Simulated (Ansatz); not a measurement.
`B[SiH](F)Cl` → `F[Si]Cl` + BH₃ at 400 K and 1 bar (silylene formation by 1,1-elimination).

Gas-phase electronic energies from Ansatz, PBE0-D4/def2-TZVP geometries. CCSD(T)/CBS is the MP2 limit (def2-TZVPP, def2-QZVPP) plus CCSD(T) − MP2 in def2-TZVPP, frozen cores. This one scheme is used for every species.

```tsv
species	CCSD(T)/CBS energy (Eh)	H − E (kJ/mol)	S (J/(mol·K))
`B[SiH](F)Cl`	-875.32432	115.6	350.7
`F[Si]Cl`	-848.72390	26.7	290.0
BH₃	-26.55200	82.6	199.4
```

H − E and S are ideal-gas, rigid-rotor, harmonic terms from PBE0-D4/def2-TZVP, for one conformer and one mirror image of each species. 1 Eh = 2625.50 kJ/mol, R = 8.31446 J/(mol·K).

**Question.** By hand: ΔE, ΔH, ΔS and ΔG.

**Answer.** ΔE = (-848.72390) + (-26.55200) − (-875.32432) = 0.04842 Eh = 127.1 kJ/mol. Δ(H − E) = 26.7 + 82.6 − 115.6 = -6.3, so ΔH = 120.8 kJ/mol. ΔS = 290.0 + 199.4 − 350.7 = 138.7 J/(mol·K). ΔG = 120.8 − 400 × (138.7)/1000 = 65.3 kJ/mol.

**Question.** By hand: the equilibrium constant, and the temperature at which ΔG would vanish if ΔH and ΔS stayed fixed.

**Answer.** log₁₀ K = −ΔG/(RT ln 10) = -8.5. ΔG = 0 at ΔH/ΔS = 871 K.

The number of gas molecules changes by +1, which sets the sign of ΔS. A doubt of 5 kJ/mol in ΔE shifts log₁₀ K by 0.7 here. Other conformers and mirror images would add mixing entropy, several J/(mol·K) or more a flexible species. These are equilibria of isolated gas molecules and say nothing of rates. Largest T1 diagnostic: 0.014 (customary marks: 0.02 for closed shells, 0.045 for open ones).
